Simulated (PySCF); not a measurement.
Sn(H)2, H₂Sn, SMILES [SnH2], singlet (PBE0/def2-SVP optimised geometry):

```
3

Sn    -0.888    -0.891     0.000
H     -0.894     0.891     0.000
H      0.894    -0.891     0.000
```

Computed with PBE0/def2-TZVP, def2 effective core potentials past Kr run with PySCF.

**Question.** What are the frontier orbital energies and the dipole moment?

**Answer.** HOMO-2 -13.25 eV, HOMO-1 -8.21 eV, HOMO -6.64 eV, LUMO -2.98 eV, LUMO+1 0.38 eV; dipole moment 0.77 D.
